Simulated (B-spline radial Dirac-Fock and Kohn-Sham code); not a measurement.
# Core-level shifts of gold with charge state

Level of theory: ΔSCF Dirac-Fock with Breit, self-energy and vacuum polarisation, finite nucleus, configuration average; a radial B-spline solver. Each ion is free and in its tabulated ground configuration. The model has no electron correlation.

Reference: Au⁶⁰⁺, [Ar] 3d1, with K 85308.2 eV, L1 18806.2 eV, L2 18218.8 eV, M1 7300.3 eV. Shifts from it, in eV (a dash: the subshell is empty, belongs to an open shell averaged over j, or its hole state is left out as unreliable):

```
  ion  configuration        K      L1      L2      M1
Au⁶¹⁺   [Ne] 3s2 3p6   +200.8  +191.2  +194.5  +140.9
Au⁶²⁺   [Ne] 3s2 3p5   +414.9  +371.2  +379.2  +266.9
Au⁶³⁺   [Ne] 3s2 3p4   +631.2  +552.7  +565.5  +393.8
Au⁶⁴⁺   [Ne] 3s2 3p3   +849.5  +735.6       –  +521.5
Au⁶⁵⁺   [Ne] 3s2 3p2  +1069.9  +920.0  +941.9  +650.0
```

Values without a named source are computed, but for edge energies of neutral atoms, which are taken from tables.
